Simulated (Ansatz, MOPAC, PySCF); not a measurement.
Donor–acceptor adduct: BH3 (SMILES B) (first 4 atoms) with H2S (SMILES S); geometry from B3LYP-D3(BJ)/def2-TZVP, rigid monomers moved along the line of their centres of mass till B1···S5 is 3.65 Å.
(charge 0, multiplicity 1):
```xyz
7

B     -0.449    -0.325     0.670
H      0.406    -0.887     0.038
H     -1.248    -1.057     1.191
H     -0.879     0.690     0.202
S      1.480     0.715     3.590
H      0.651     1.557     4.235
H      2.244     1.721     3.125
```

Interaction energies are E(AB) − E(A) − E(B) at the monomers' geometry in the complex; basis-set methods are counterpoise corrected. Rows marked so take none.

Frozen-core correlation. CBS: X⁻³ extrapolation of the correlation energy, Hartree–Fock from the larger set. Rows in 6-31G* carry no dispersion term and start afresh at each structure (6-31G* with six Cartesian d functions). The state that PM7 reach isn't checked; PM7 holds dispersion and hydrogen-bond terms.

Codes used: Ansatz (Gaussian orbitals); MOPAC for PM7 (differences of heats of formation); PySCF for 6-31G* rows, the dispersion terms. Values without a source in brackets are computed.

```json
[
 {"level": "PM7", "interaction energy (kcal/mol)": "-1.82"},
 {"level": "PBE/def2-TZVPPD", "interaction energy (kcal/mol)": "-3.25"},
 {"level": "r2SCAN-D3(BJ)/def2-TZVPPD", "interaction energy (kcal/mol)": "-3.44"},
 {"level": "r2SCAN-D4/def2-TZVPPD", "interaction energy (kcal/mol)": "-3.40"},
 {"level": "B3LYP/6-31G* (no counterpoise)", "interaction energy (kcal/mol)": "-2.84"},
 {"level": "PBE0-D4/def2-TZVPPD", "interaction energy (kcal/mol)": "?"},
 {"level": "SCS-MP2/aug-cc-pV(D+d)Z", "interaction energy (kcal/mol)": "-2.64"},
 {"level": "SCS-MP2/aug-cc-pV(T+d)Z", "interaction energy (kcal/mol)": "-2.59"},
 {"level": "CCSD(T)/CBS(aug-cc-pV(D+d)Z, aug-cc-pV(T+d)Z)", "interaction energy (kcal/mol)": "-2.79"}
]
```

Q: Some entries are withheld; supply them.

A: 
- PBE0-D4/def2-TZVPPD, interaction energy (kcal/mol): -3.33

Ansatz is a quantum-chemistry and plane-wave program.
